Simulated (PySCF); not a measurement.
Compound: C8H7F3.
Numbering: `[CH3:1][CH:2]=[C:3]=[C:4]=[C:5]=[C:6]([CH3:7])[C:8]([F:9])([F:10])[F:11]` (hydrogens: H12, H13, H14 on C1; H15 on C2; H16, H17, H18 on C7)

Computed by this run: PBE0-D3(BJ)/def2-SVP geometry optimisation, gas phase (PySCF 2.14.0); density fitting, grid level 2; the optimiser is geomeTRIC in internal coordinates, started from a GFN2-xTB structure.

Step 0: E = -16528.0641 eV
```
atom  x, y, z in Å  |  force x, y, z in eV/Å
C1     -4.1273   -0.1051   -0.2788    0.317   0.008   0.254
C2     -3.1064   -0.0471    0.8109   -0.600  -0.030  -0.389
C3     -1.8175   -0.0341    0.6103   -0.162   0.008   0.146
C4     -0.5663   -0.0220    0.3865   -0.062  -0.043   0.041
C5      0.6824   -0.0193    0.1738    0.504   0.101  -0.122
C6      1.9736   -0.0151   -0.0571    0.772   0.086  -0.125
C7      2.8365   -1.2372   -0.1598   -0.325   0.263   0.053
C8      2.7029    1.2872   -0.2330    0.335   1.132  -0.095
F9      3.6739    1.4530    0.6897   -0.318  -0.331  -0.135
F10     1.9108    2.3639   -0.1470    0.023  -0.477   0.008
F11     3.3242    1.3660   -1.4283   -0.245  -0.322   0.246
H12    -4.7820   -0.9632   -0.1276   -0.295  -0.300   0.004
H13    -4.7444    0.7931   -0.2534   -0.295   0.313  -0.032
H14    -3.6540   -0.1826   -1.2540    0.107  -0.026  -0.378
H15    -3.4874   -0.0107    1.8245   -0.078   0.025   0.563
H16     3.3091   -1.2791   -1.1415    0.188  -0.034  -0.328
H17     3.6245   -1.2001    0.5930    0.290  -0.020   0.242
H18     2.2383   -2.1311   -0.0113   -0.155  -0.354   0.049
```

Step 1: E = -16528.1183 eV
```
atom  x, y, z in Å  |  force x, y, z in eV/Å
C1     -4.1742   -0.0840   -0.2473   -0.062  -0.004  -0.067
C2     -3.1106   -0.0480    0.8002    0.004   0.002   0.136
C3     -1.8144   -0.0512    0.5694   -0.012  -0.014  -0.020
C4     -0.5546   -0.0508    0.3292    0.004   0.003  -0.024
C5      0.7054   -0.0372    0.1064    0.034  -0.038   0.062
C6      2.0107   -0.0229   -0.0932   -0.070   0.114  -0.050
C7      2.8789   -1.2403   -0.1713    0.026  -0.026  -0.055
C8      2.7077    1.3108   -0.2287   -0.199  -0.436   0.139
F9      3.5004    1.5211    0.8311    0.083   0.145  -0.052
F10     1.8523    2.3201   -0.3141    0.091   0.144  -0.008
F11     3.4875    1.3258   -1.3141    0.066   0.108  -0.044
H12    -4.8473   -0.9429   -0.0872    0.010   0.017  -0.008
H13    -4.7970    0.8254   -0.1948    0.006  -0.025  -0.001
H14    -3.7454   -0.1554   -1.2559   -0.016   0.003   0.005
H15    -3.4388   -0.0109    1.8508    0.023   0.008  -0.060
H16     3.3783   -1.2900   -1.1530    0.001  -0.005   0.034
H17     3.6665   -1.2013    0.5983   -0.003  -0.001   0.001
H18     2.2856   -2.1517   -0.0291    0.013   0.006   0.011
```

**Question.** Estimate the geometry and energy of step 2. (The exact step hangs on the optimiser's Hessian estimate; all steps are aligned on step 1, rigid shifts and turns removed.)

**Answer.** E = -16528.1230 eV, largest force 0.143 eV/Å
```
atom  x, y, z in Å  |  force x, y, z in eV/Å
C1     -4.1796   -0.0938   -0.2522    0.004   0.001  -0.013
C2     -3.1162   -0.0536    0.7994    0.000   0.001   0.016
C3     -1.8184   -0.0496    0.5738   -0.015  -0.013  -0.031
C4     -0.5567   -0.0424    0.3408    0.007   0.001  -0.012
C5      0.7045   -0.0250    0.1224    0.002   0.051   0.031
C6      2.0086   -0.0123   -0.0856   -0.008   0.094  -0.009
C7      2.8645   -1.2397   -0.1708    0.045  -0.001  -0.011
C8      2.7236    1.3106   -0.2268    0.034   0.010   0.034
F9      3.5499    1.5222    0.8075    0.007  -0.068   0.061
F10     1.8989    2.3475   -0.2962   -0.112  -0.004   0.032
F11     3.4857    1.3272   -1.3264    0.027  -0.080  -0.116
H12    -4.8472   -0.9569   -0.0958    0.005  -0.003   0.002
H13    -4.8089    0.8101   -0.1976    0.001  -0.002   0.005
H14    -3.7511   -0.1592   -1.2609    0.002   0.002   0.001
H15    -3.4465   -0.0189    1.8474   -0.001   0.004  -0.003
H16     3.3590   -1.2958   -1.1536    0.002   0.004   0.003
H17     3.6565   -1.2081    0.5945    0.002  -0.001   0.003
H18     2.2643   -2.1455   -0.0230   -0.002   0.004   0.006
```

The energy changes by -0.0047 eV. The first-order estimate −F·Δx gives -0.0126 eV and the mean of the old and new forces, exact on a quadratic surface, -0.0049 eV. The step makes an angle of 78° with the force vector and moves no atom by more than 0.057 Å.

What follows is the cost of the whole optimisation. The run took 2.5 min wall on one thread of an Arm Neoverse V2, on a shared host, and the process peaked at 0.87 GiB of memory.
